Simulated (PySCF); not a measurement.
**C2H9NOSi3: full NMR table**

```
Formula                               : C2H9NOSi3
SMILES                                : N#CCO[SiH]([SiH3])[SiH3]
Point group of the computed structure : C1
Degrees of unsaturation               : 2
Carbon signals                        : 2
Proton signals                        : 3
```

Atoms are numbered as in `[N:1]#[C:2][CH2:3][O:4][SiH:5]([SiH3:6])[SiH3:7]` (H(Xn): hydrogen on atom n).

- structure optimised with GFN2-xTB
- PBE0/pcSseg-1 with gauge-including orbitals
- code: PySCF 2.14.0 with density-fitted response routines
- in vacuum, rapidly exchanging positions averaged, a single conformation, non-relativistic

Shifts are taken against calculated references (same method and geometry level): 1H (σ = 31.72 ppm), 13C (σ = 186.93 ppm), 29Si (σ = 349.16 ppm) vs TMS; NH3 for 15N (σ = 267.73 ppm); 17O (σ = 336.08 ppm) vs H2O.

| carbon | δC, type | δH (multiplicity) | HMBC from (2–3 bonds) | span of the C tensor (ppm) |
| --- | --- | --- | --- | --- |
| C2 | 121.0, C | – | H(C3) | 345 |
| C3 | 54.2, CH2 | 4.11 (s) | H(Si5) | 68 |

Other nuclei:
```tsv
atoms	nucleus	environment	δ (ppm)	σ (ppm)
H(Si5)	1H	hydrogen on a silicon bonded to O, 2 Si	5.90	25.82
H(Si6)/H(Si7)	1H	hydrogen on a silicon bonded to Si	3.60	28.11
Si5	29Si	silicon bonded to O, 2 Si, H	-4.1	353.3
Si6/Si7	29Si	silicon bonded to Si, 3 H	-117.7	466.8
N1	15N	nitrile nitrogen	310.1	-42.4
O4	17O	oxygen bonded to C, Si	-1.8	337.8
```

1. Carbon types of the structure: 1 × C, 1 × CH2, leaving 7 H on heteroatoms.
2. δC 121.0: nitrile carbon; C≡N carbons fall here, among the sp2 signals but without a proton.
3. δC 54.2: sp3 CH2 bonded to O, α to a nitrile; pulled downfield by the heteroatom.
4. δH 5.90: hydrogen on a silicon bonded to O, 2 Si.
5. δH 4.11: hydrogen on an sp3 CH2 bonded to O, α to a nitrile; its carbon carries O, an electronegative neighbour.
6. δH 3.60: hydrogen on a silicon bonded to Si.

Shifts are as computed. Against solution values, carbons near 30 ppm lie about +3 ppm off and those near 130 ppm about +5 ppm. Of 1211 compounds with measured shifts, 218 miss one by over three times the rms of a fit or turn the order of signals round; such compounds aren't used in these exercises. Experimental scales use liquid or dissolved standards, which lie at an offset from isolated NH3 (liquid NH3: subtract about 20 ppm) and H2O (liquid H2O: subtract about 36 ppm). Unscaled 15N shifts of sp2 nitrogen come out 20 to 40 ppm too high even then. No couplings were computed; multiplicities are counted from neighbouring protons, with m where these are inequivalent, close in shift, in a saturated or five-membered ring or joined by F or P, and br s for small geminal =CH2 splittings.
